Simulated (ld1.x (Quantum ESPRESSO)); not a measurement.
**What one change does to a pseudopotential (technetium, TM semilocal)**

```json
{
 "Element": "technetium (Tc)",
 "Generator": "ld1.x (Quantum ESPRESSO) 7.5",
 "Type": "norm-conserving Troullier–Martins (semilocal form)",
 "Functional": "BLYP",
 "Relativity": "scalar-relativistic",
 "Frozen core": "[Ar] 3d10 4s2",
 "Valence charge": "13",
 "Reference configuration": "4p6 4d5 5s2 5p0",
 "Partial waves": "4p (bound): rc 1.20 bohr; 4d (bound): rc 1.60 bohr; 5s (bound): rc 2.30 bohr",
 "Local potential": "the s channel",
 "Core correction": "Bessel-smoothed model core inside 0.75 bohr"
}
```

Change: functional PBE.

Cutoffs: the cutoffs (Ry, on a coarse ladder) from which the occupation-weighted sum of valence levels, in a spherical-Bessel basis at the reference potential, stays within 10 and 1 mRy of its value at 400 Ry; they do not see the model core or the augmentation charge, which bear on the density cutoff. Errors are all-electron minus pseudo energies relative to the spin-unpolarised reference configuration.

**Question.** Predict the effect on cutoff, ghosts and configuration errors.

**Answer.** The potential gets neither clearly harder nor softer (100 Ry and 140 Ry → 100 Ry and 140 Ry); of the 7 tests that both files solve, the error grows in 2 and shrinks in 3 by more than 15 % and 0.3 meV (median size 20.8 → 20.2 meV); neither file shows a bound ghost. A semilocal file is local in each channel, so a ghost entry of none says nothing of the separable form that plane-wave codes build from it.

```csv
quantity,base,changed
"cutoff, loose",100 Ry,100 Ry
"cutoff, tight",140 Ry,140 Ry
bound ghosts,none,none
"error for 4p6 4d5 5s1 5p0, meV [ΔE 8.12 → 8.15 eV]",-5.0,-5.9
"error for 4p6 4d5 5s0 5p0, meV [ΔE 23.09 → 23.00 eV]",-28,-34
"error for 4p6 4d4 5s0 5p0, meV [ΔE 51.70 → 51.71 eV]",+32,+26
"error for 4p6 4d5 5s0 5p1, meV [ΔE 12.72 → 12.74 eV]",+2.9,-1.8
"error for 4p5 4d5 5s2 5p0, meV [ΔE 51.30 → 51.50 eV]",-57,-57
"error for 4p6 4d4 5s2 5p1, meV [ΔE 6.52 → 6.61 eV]",+21,+20
"error for 4p6 4d5 5s0 5p2, meV [ΔE 7.76 → 7.71 eV]",+16,+11
s: phases at 2.51 bohr within 0.05 rad from the reference energy up to (Ry; the scan ends near 5),1.7,1.6
p: phases at 2.51 bohr within 0.05 rad from the reference energy up to (Ry; the scan ends near 5),to the end of the scan,to the end of the scan
d: phases at 2.51 bohr within 0.05 rad from the reference energy up to (Ry; the scan ends near 5),to the end of the scan,to the end of the scan
```
